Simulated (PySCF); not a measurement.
## WSCl₂, triplet: data card

Computed with PySCF, UPBE0, basis W def2-SVP with ECP60, S def2-SVP, Cl def2-SVP (scalar-relativistic core potentials, no spin–orbit coupling, density fitting).

The structure is a minimum.

Z-matrix (Å, degrees; charge 0 multiplicity 3):
```
W
S  1 2.1067
Cl 1 2.2808 2 118.74
Cl 1 2.2808 2 118.74 3 180.00
```

| Property | Result |
| --- | --- |
| Point group | C2v |
| Bond lengths | W–Cl 2.281 Å (×2), W–S 2.107 Å |
| Bond angles | Cl–W–Cl 122.5°, Cl–W–S 118.7° (×2) |
| Zero-point energy | 9.9 kJ/mol |
| Spin squared ⟨S²⟩ | 2.050 |
| Entropy at 298.15 K and 1 bar (electronic part: spin only) | 357.3 J/(mol K) |
| Lowest empty level (α) | -3.65 eV |
| Enthalpy at 298.15 K above 0 K | 17.83 kJ/mol |
| Rotational constants | 0.07469, 0.06027, 0.03335 cm⁻¹ |
| Dipole moment | 0.12 D |
| Principal polarisabilities | 47.3, 80.4, 89.3 bohr³ |
| Rotational symmetry number | 2 |
| Atomisation energy without zero-point energy | 1376 kJ/mol |
| Principal quadrupole moments (Buckingham, traceless) about the centre of mass | -4.14, -0.27, 4.41 D Å |
| Highest occupied level (α) | -6.86 eV |
| Heat capacity Cp at 298.15 K | 74.7 J/(mol K) |

Harmonic modes (masses in u: W 183.951, S 31.972, Cl 34.969):
```tsv
symmetry	ω (cm⁻¹)	IR (km/mol)	type
b1	82	3.7	bend
a1	101	0.1	bend
b2	111	0.6	bend
a1	394	24.7	stretch
b2	405	87.6	stretch
a1	567	41.7	stretch
```

In C2v the vibrations span b1 + 3a1 + 2b2. Here b1 is antisymmetric to the molecular plane and b2 lies in it.

Charges (e):
```tsv
atom	Mulliken	Löwdin	polar tensor	spin (Mulliken)	Mayer order to W1
W1	0.60	-0.51	1.45	2.24	–
S2	-0.13	0.27	-0.44	-0.29	2.33
Cl3,4	-0.23	0.12	-0.50	0.03	1.16
```

Mulliken populations on W1 (electrons outside its core potential): s 2.64, p 6.31, d 4.37, f 0.07.

Outer orbital energies (eV). α occupied: -10.83, -10.38, -9.94, -9.56, -9.24, -8.61, -8.04, -6.86; empty: -3.65, -2.53, -2.33, 0.14. β occupied: -11.44, -10.86, -10.12, -10.03, -9.94, -9.56, -9.22, -8.72; empty: -3.29, -2.81, -2.52, -1.98.

Formally W is in oxidation state +4, d2, with 2 unpaired electrons (the high-spin count). The Mulliken spin on W is 2.24. The polar-tensor charge on W, 1.45, is far below the formal one.

Other isomers or separated fragments may lie lower. Other spin states or occupations of the open shell can lie lower. No spin–orbit coupling is included, which matters more the heavier the element.

The final relaxation and frequency run took roughly 2.4 core-minutes on a shared host.
